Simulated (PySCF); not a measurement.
A PySCF script (with the pyscf-properties extension) for the NMR shieldings of `Cc1ccc(CF)s1`, C6H7FS, on a GFN2-xTB geometry:

```python
import basis_set_exchange as bse
import numpy as np
from pyscf import gto, dft
from pyscf.prop import nmr

atoms = """
C    -2.719862    0.321647   -0.033847
C    -1.260966    0.040081    0.011118
C    -0.631156   -1.111626    0.365222
C     0.776057   -1.031230    0.279157
C     1.214453    0.184771   -0.144638
C     2.619006    0.641659   -0.322853
F     3.196406    0.959843    0.892680
S    -0.114755    1.261932   -0.435102
H    -2.973769    1.153319    0.622652
H    -3.027561    0.588995   -1.044437
H    -3.276388   -0.557353    0.281875
H    -1.155754   -1.997438    0.676168
H     1.436606   -1.844444    0.522530
H     3.242057   -0.148718   -0.756687
H     2.671211    1.546551   -0.935751
"""
names = dict.fromkeys(["C", "F", "S", "H"], "pcSseg-1")
basis = {el: gto.basis.parse(bse.get_basis(n, elements=[el], fmt="nwchem")) for el, n in names.items()}
mol = gto.M(atom=atoms, basis=basis, charge=0, verbose=0)
mf = dft.RKS(mol, xc="PBE0")
mf.grids.level = 2
mf.grids.alignment = dft.numint.BLKSIZE   # the property module wants whole blocks of grid points
mf.conv_tol = 1e-9
mf.kernel()

calc = nmr.RKS(mf)   # GIAO
C = mf.mo_coeff
Co = C[:, mf.mo_occ > 0]
resp = mf.gen_response(singlet=True, hermi=2)
def vind(x):   # induced exchange potential for any number of trial vectors
    d = np.einsum("pi,xij,qj->xpq", C, 2 * x.reshape(-1, C.shape[1], Co.shape[1]), Co, optimize=True)
    return np.einsum("xpq,pi,qj->xij", resp(d - d.transpose(0, 2, 1)), C, Co, optimize=True).ravel()
mo1, _ = nmr.rhf.solve_mo1(calc, with_cphf=vind)
sigma = calc.kernel(mo1)
for i, s in enumerate(sigma):   # ppm
    print("%2d %-2s %9.2f" % (i, mol.atom_pure_symbol(i), np.trace(s) / 3))
```

Task: Give the expected output.

Result: 
```
 0 C     168.21
 1 C      33.32
 2 C      56.06
 3 C      51.83
 4 C      39.10
 5 C     106.45
 6 F     380.73
 7 S     258.07
 8 H      28.97
 9 H      29.02
10 H      29.18
11 H      24.81
12 H      24.50
13 H      25.96
14 H      26.35
```

These numbers come from an equivalent density-fitted implementation of the same equations, which agrees with the script to about 0.01 ppm for H and up to a few tenths of a ppm for heavy atoms, so last digits may differ.

Task: Turn these shieldings into chemical shifts. Referencing at the same level of theory: ¹³C (σ = 186.93 ppm), ¹H (σ = 31.72 ppm) against TMS; ¹⁹F (σ = 170.95 ppm) against CFCl3; ³³S (σ = 503.73 ppm) vs CS2.

Result: Averaging equivalent atoms: C 1: 153.6; C 4: 147.8; C 3: 135.1; C 2: 130.9; C 5: 80.5; C 0: 18.7; F 6: -209.8; S 7: 246; H 12: 7.22; H 11: 6.91; H 13/14: 5.56; H 8/9/10: 2.66 ppm. Unscaled 19F shifts against computed CFCl3 carry errors that often reach 10 to 50 ppm.

Size and cost of the density-fitted run: 178 basis functions, 18 s wall time on 1 thread of an Arm Neoverse V2, shared host; peak memory 0.85 GiB.
